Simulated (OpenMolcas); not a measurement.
## Nb3+ in K2NaGaF6: curves along the breathing mode

Nb3+ with its 6 nearest fluoride ions, on the Ga site of K2NaGaF6 (a = 8.246 Å, distance in the model lattice 1.938 Å). The rest of the host is ab initio model potentials to 7.6 Å, with orthogonalisation functions on the cations behind the ligands, and point charges beyond; the distance is set by hand and nothing relaxes. Ligand basis ANO-RCC-VDZP.

| Item | Value |
| --- | --- |
| Program | OpenMolcas |
| Method | CASSCF |
| Basis | ANO-RCC-VDZP [6s5p3d1f] |
| Scalar Hamiltonian | DKH2, point nucleus |
| Active space | 2 electrons in 5 orbitals (4d) |
| State averaging | 2S+1 = 3 even, 10 roots; 2S+1 = 1 even, 15 roots |
| Spin-orbit coupling | state interaction with AMFI integrals over the reference wave functions |

Spin-free energies (labels of O, the rotations of Oh) in cm-1 above the lowest fitted minimum, as all ligands move together:

| R (Å) | 3T1 | 1E | 1T2 | 1A1 | 3T2 | 3T1(2) | 1T2(2) |
| --- | --- | --- | --- | --- | --- | --- | --- |
| 1.866 | 19970 | 29540 | 29760 | 42840 | 63010 | 71500 | 73740 |
| 1.91 | 9620 | 19270 | 19460 | 32480 | 48450 | 57060 | 59310 |
| 1.954 | 3280 | 13010 | 13170 | 26130 | 38300 | 47000 | 49260 |
| 1.998 | 360 | 10180 | 10310 | 23190 | 31970 | 40750 | 43010 |
| 2.042 | 400 | 10300 | 10400 | 23190 | 28960 | 37800 | 40070 |
| 2.086 | 3040 | 13020 | 13090 | 25790 | 28880 | 37790 | 40050 |
| 2.13 | 8030 | 18080 | 18130 | 30710 | 31450 | 40410 | 42670 |

Cubic fits give the following; the wavenumber is harmonic, with the mass of all moving ligands, small differences in it between states hang on the degree of the fit, a number in brackets counts states of one label, and the table is a selection of at most 14 states with clean curves.

```
 State  R0 (Å)  Breathing mode (cm-1)  Minimum (cm-1)
   3T1   2.018                    659               0
    1E   2.017                    660            9850
   1T2   2.018                    660            9970
   1A1   2.019                    657           22810
   3T2   2.064                    646           28600
3T1(2)   2.063                    647           37480
1T2(2)   2.063                    647           39740
   1T1   2.063                    646           42250
   3A2   2.107                    629           56070
 1E(2)   2.107                    630           67690
1A1(2)   2.104                    637           80900
```

The minimum of 3T2 is shifted by +0.0456 Å against 3T1 (from the unrounded fits). With M = 114.0 u for the moving shell, the Huang-Rhys factor in this mode is S = M ω ΔR² / 2ħ = 0.01483 × 114.0 × 659 × 0.0456² = 2.32. Only the first shell moves, against a rigid host.

An orbital triplet at a regular site is open to Jahn-Teller coupling, which can distort the site and quench the lowest spin-orbit gaps and is left out. Without dynamic correlation the repulsion within the d shell is too large (B by tens of per cent), so at a given field states of lower spin stand too high. With metal d orbitals alone the field can be off either way by tens of per cent. Ligand-to-metal charge-transfer states are missing. With no ligand orbital active B as a rule stays too high, so bands that hang on it stand too high and its fall with covalency is understated. The least metal-like active orbital is 76 % on the metal (Löwdin) and no ligand orbital is active, so the numbers are rough (holds for R = 1.866). The least metal-like active orbital is 78 % on the metal (Löwdin) and no ligand orbital is active, so the numbers are rough (holds for R = 1.91). The least metal-like active orbital is 80 % on the metal (Löwdin) and no ligand orbital is active, so the numbers are rough (holds for R = 1.954). The least metal-like active orbital is 81 % on the metal (Löwdin) and no ligand orbital is active, so the numbers are rough (holds for R = 1.998). The least metal-like active orbital is 82 % on the metal (Löwdin) and no ligand orbital is active, so the numbers are rough (holds for R = 2.042). The least metal-like active orbital is 83 % on the metal (Löwdin) and no ligand orbital is active, so the numbers are rough (holds for R = 2.086). The least metal-like active orbital is 84 % on the metal (Löwdin) and no ligand orbital is active, so the numbers are rough (holds for R = 2.13). No measured value stands beside these numbers.
